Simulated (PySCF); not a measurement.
# Löwdin shares of the frontier orbitals

Species: C₅H₃F₃OS.
Z-matrix (Å and degrees, GFN2-xTB geometry), rows numbered from 1:
```
F 
C   1  1.3265
F   2  1.3348  1  107.86
F   2  1.3367  1  107.80  3   114.78
S   2  1.8290  1  110.70  3  -122.81
C   5  1.7659  2   96.06  1   177.91
C   6  1.4202  5  126.97  2   -90.62
C   7  1.3585  6  105.00  5   179.70
O   8  1.3445  7  110.89  6     0.18
C   9  1.3324  8  107.72  7    -0.02
H   7  1.0692  6  126.65  5     0.12
H   8  1.0715  7  131.73  6  -179.76
H  10  1.0714  6  131.52  5    -0.08
```

Computed with PySCF 2.14.0, density-fitted response routines, TDDFT PBE0/def2-SVPD, vertical, gas phase, core orbitals frozen in the response.

Kohn–Sham orbitals with the atoms that hold most of them (Löwdin shares over 4%, at most four atoms; ? is withheld):

```tsv
orbital	ε (eV)	atoms
HOMO-3	-10.66	S5 48%, C6 15%, F3 9%, F4 9%
HOMO-2	-8.71	C7 25%, C6 24%, O9 21%, S5 9%
HOMO-1	-7.83	?
HOMO	?	?
LUMO	-0.71	C10 23%, S5 17%, C6 16%, O9 15%
LUMO+1	-0.04	S5 36%, C8 14%, C7 10%, C6 8%
LUMO+2	0.65	C7 19%, C8 17%, S5 15%, C6 11%
```

Give the leading atoms of the HOMO.

C8 (bonded to C, O and H) 27%; C10 (bonded to C, O and H) 26%; C7 (bonded to 2 C and H) 15%; C6 (bonded to 2 C and S) 14%.

Give the leading atoms of the HOMO-1.

S5 (bonded to 2 C) 72%; C6 (bonded to 2 C and S) 9%; C2 (bonded to 3 F and S) 6%. By element: sulfur 72%, carbon 15% or more.

What is the HOMO energy, and the HOMO–LUMO gap?

ε(HOMO) = -7.32 eV; the gap is 6.61 eV (0.2429 hartree).

How does S1 compare with the orbital gap of 6.61 eV?

S1 is at 5.54 eV (f = 0.0003), 1.07 eV below the gap, made of HOMO-1→LUMO (85%), HOMO-1→LUMO+1 (13%). Its leading pair isn't HOMO and LUMO; the energies of that pair differ by 7.12 eV. Without the coupling terms of the response equations the lowest excitation would equal the gap.

One configuration dominates each of S1 and S2. Which, and how do the shares of the two leading atoms of either orbital change from the occupied to the empty one?

- S1 (5.54 eV, f 0.0003), HOMO-1→LUMO (85%): S5 72% → 17%, C6 9% → 16%, C10 at most 4% → 23%
- S2 (5.83 eV, f 0.038), HOMO→LUMO (80%): C8 27% → at most 15%, C10 26% → 23%, S5 at most 15% → 17%

Löwdin shares depend on the basis, the more so with diffuse functions.

One conformer stands for the species.
